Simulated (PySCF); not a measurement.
Fractional electron number in Cs⁺ (caesium, charge +1)

The 5p beta orbital of [Xe] is emptied in steps (occupation f), with all orbitals relaxed, ending at [Kr] 4d10 5s2 5p5. Calculation: PySCF 2.14, in x2c-TZVPall (11s7p6d1f, 69 functions); scalar relativity by spin-free X2C-1e. The exact energy is a straight line in f; departures are measured from the line between the end points of the same method.

| f | UHF (eV) | LDA (eV) | PBE (eV) | PBE0 (eV) | r2SCAN (eV) | LC-wPBE (eV) | BHandHLYP (eV) | wB97X (eV) | CAM-B3LYP (eV) |
| --- | --- | --- | --- | --- | --- | --- | --- | --- | --- |
| 1 | 0.000 | 0.000 | 0.000 | 0.000 | 0.000 | 0.000 | 0.000 | 0.000 | 0.000 |
| 0.8 | 0.137 | -0.791 | -0.764 | -0.543 | -0.710 | -0.088 | -0.335 | -0.153 | -0.333 |
| 0.6 | 0.203 | -1.189 | -1.146 | -0.813 | -1.055 | -0.131 | -0.504 | -0.237 | -0.501 |
| 0.4 | 0.199 | -1.191 | -1.145 | -0.811 | -1.044 | -0.129 | -0.507 | -0.247 | -0.503 |
| 0.2 | 0.131 | -0.795 | -0.763 | -0.540 | -0.690 | -0.085 | -0.340 | -0.173 | -0.337 |
| 0 | 0.000 | 0.000 | 0.000 | 0.000 | 0.000 | 0.000 | 0.000 | 0.000 | 0.000 |

```tsv
method	E(f=0) − E(f=1) (eV)	−ε at f=1 (eV)	−ε at f=0.4 (eV)
UHF	22.584	23.459	22.402
LDA	23.760	18.830	24.745
PBE	23.451	18.677	24.411
PBE0	23.546	20.151	24.231
r2SCAN	23.575	19.100	24.495
LC-wPBE	23.566	23.010	23.684
BHandHLYP	23.492	21.408	23.900
wB97X	23.431	22.498	23.580
CAM-B3LYP	23.589	21.517	23.998
```

Orbital energy along the path (eV):

| f | UHF | LDA | PBE | PBE0 | r2SCAN | LC-wPBE | BHandHLYP | wB97X | CAM-B3LYP |
| --- | --- | --- | --- | --- | --- | --- | --- | --- | --- |
| 1 | -23.459 | -18.830 | -18.677 | -20.151 | -19.100 | -23.010 | -21.408 | -22.498 | -21.517 |
| 0.8 | -23.088 | -20.785 | -20.584 | -21.513 | -20.943 | -23.239 | -22.230 | -22.836 | -22.336 |
| 0.6 | -22.736 | -22.758 | -22.498 | -22.875 | -22.752 | -23.465 | -23.060 | -23.192 | -23.163 |
| 0.4 | -22.402 | -24.745 | -24.411 | -24.231 | -24.495 | -23.684 | -23.900 | -23.580 | -23.998 |
| 0.2 | -22.084 | -26.738 | -26.316 | -25.576 | -26.186 | -23.892 | -24.754 | -24.029 | -24.843 |
| 0 | -21.780 | -28.728 | -28.211 | -26.911 | -27.861 | -24.079 | -25.634 | -24.590 | -25.706 |

Reference removal energy between the ground levels: 23.157 eV (measured; NIST Atomic Spectra Database, ionization energies). The calculation has no spin-orbit coupling. UHF lacks correlation.
